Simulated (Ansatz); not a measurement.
`C[SiH](O)S` → `[SH]`• + `C[SiH]O`• at 600 K and 1 bar (homolysis of the S–Si bond).

Calculated with Ansatz (gas phase, PBE0-D4/def2-TZVP geometries, no zero-point term in ΔE). CCSD(T)/CBS adds triple-zeta CCSD(T) − MP2 to the extrapolated MP2 energy (def2 sets, frozen cores). This one scheme is used for every species. Open shells (•) are unrestricted, without spin–orbit coupling. One conformer a species, not always the lowest.

| species | CCSD(T)/CBS energy (Eh) | H − E (kJ/mol) | S (J/(mol·K)) |
| --- | --- | --- | --- |
| `C[SiH](O)S` | -803.78841 | 243.6 | 426.8 |
| `[SH]`• | -398.31908 | 33.7 | 218.4 |
| `C[SiH]O`• | -405.31213 | 198.5 | 365.9 |

H − E and S are ideal-gas, rigid-rotor, harmonic terms from PBE0-D4/def2-TZVP, for one conformer and one mirror image of each species, with the whole ground term of open shells counted as degenerate. 1 Eh = 2625.50 kJ/mol, R = 8.31446 J/(mol·K).

Problem. By hand: ΔE, ΔH, ΔS and ΔG.

Solution. ΔE = (-398.31908) + (-405.31213) − (-803.78841) = 0.15720 Eh = 412.7 kJ/mol. Δ(H − E) = 33.7 + 198.5 − 243.6 = -11.4, so ΔH = 401.3 kJ/mol. ΔS = 218.4 + 365.9 − 426.8 = 157.5 J/(mol·K). ΔG = 401.3 − 600 × (157.5)/1000 = 306.8 kJ/mol.

Problem. By hand: the equilibrium constant, and the temperature at which ΔG would vanish if ΔH and ΔS stayed fixed.

Solution. log₁₀ K = −ΔG/(RT ln 10) = -26.7. ΔG = 0 at ΔH/ΔS = 2548 K, far beyond where these terms or the molecules hold.

The number of gas molecules changes by +1, which sets the sign of ΔS. A doubt of 5 kJ/mol in ΔE shifts log₁₀ K by 0.4 here. Other conformers and mirror images would add mixing entropy, several J/(mol·K) or more a flexible species. These are equilibria of isolated gas molecules and say nothing of rates. Largest T1 diagnostic: 0.013 (customary marks: 0.02 for closed shells, 0.045 for open ones).
